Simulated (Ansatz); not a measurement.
Ansatz (a program for electronic structure) input:
A basis named .json is the Basis Set Exchange file of that set.

Ansatz 0.2 input:
```yaml
crystal:
  periodic: [false, false, false]
  atoms:
    - {symbol: W, position_ang: [0.14753708, -0.07594046, 0.18022181]}
    - {symbol: O, position_ang: [1.60724901, -0.77887845, -0.36763259]}
    - {symbol: O, position_ang: [-0.62096651, -1.08500986, 1.32748219]}
    - {symbol: Cl, position_ang: [-1.10635317, 1.20768825, -1.23618887]}
basis:
  gaussian:
    orbitals: def2-QZVPP.json
    fitting: {mean_field: def2-universal-jkfit, correlation: def2-QZVPP-RIFIT.json}
magnetization: {spin_polarized: true, initial_magnetization: 1}
correlation: {method: mp2, electrons: outside_noble_gas}
```

Problem. What final total energy does it print?

Solution. -676.77885 Eh (RI-MP2/def2-QZVPP). The basis has 265 functions.

The spin state was set by rule; other spins were not relaxed.

The determinant is spin-contaminated: <S^2> is 0.98 against 0.75 for a pure state.
